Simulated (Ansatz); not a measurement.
Total energies of `C[N](C)[In]([OH])[OH]`.

```csv
atom,x (Å),y (Å),z (Å)
C1,-1.524,-0.583,-0.596
N2,-0.237,0.039,-0.443
C3,0.285,0.588,-1.668
In4,0.800,0.050,1.262
O5,2.580,0.907,1.297
O6,0.183,-0.708,2.988
H7,-1.495,-1.418,-1.313
H8,-2.277,0.131,-0.962
H9,-1.889,-0.982,0.354
H10,0.408,-0.185,-2.442
H11,1.260,1.053,-1.508
H12,-0.386,1.357,-2.081
H13,2.976,0.865,2.171
H14,-0.685,-1.114,2.939
```

Total charge 0; spin multiplicity 1. Correlated methods include outer-core shells of In, which these sets cover unevenly. In takes the def2 core potential. All single points use the PBE0-D4/def2-TZVP geometry. It is one conformer, not always the lowest. Basis def2-TZVPP, Ansatz 0.2.0.

RPA on PBE orbitals: Hartree–Fock energy of these orbitals -473.82788 Eh, correlation -2.07194 Eh (frozen core).

```
functional  energy without D4 (Eh)  D4 term (kJ/mol)
       PBE              -476.17115             -27.4
 CAM-B3LYP              -476.36793             -23.9
```

Q: Give the same for LDA (SPW92), revPBE, BLYP, r2SCAN, B97M-V, PBE0, B3LYP, r2SCANh, r2SCAN0, HSE06 (plane-wave form), BHLYP, LC-ωPBE, ωB97X-V, ωB97M-V, B2PLYP, PBE-QIDH. (An estimate is asked.)

A: The calculation gave: 
```tsv
functional	energy without D4 (Eh)	D4 term (kJ/mol)
LDA (SPW92)	-473.90678	–
revPBE	-476.46326	-80.3
BLYP	-476.37459	-59.0
r2SCAN	-476.42290	-7.1
B97M-V	-476.45039	–
PBE0	-476.18062	-23.4
B3LYP	-476.57878	-43.9
r2SCANh	-476.39171	-7.5
r2SCAN0	-476.34701	-8.3
HSE06 (plane-wave form)	-476.16485	-21.9
BHLYP	-476.26131	-34.9
LC-ωPBE	-476.37104	–
ωB97X-V	-476.39508	–
ωB97M-V	-476.34075	–
B2PLYP	-476.07948	–
PBE-QIDH	-475.94248	–
```

B3LYP takes the VWN-RPA correlation (the form of Gaussian; ORCA's B3LYP/G). HSE06 is the plane-wave form, built on full-range PBE exchange. The double hybrids freeze the cores in their second-order part.

LC-ωPBE has ω = 0.4 bohr⁻¹.
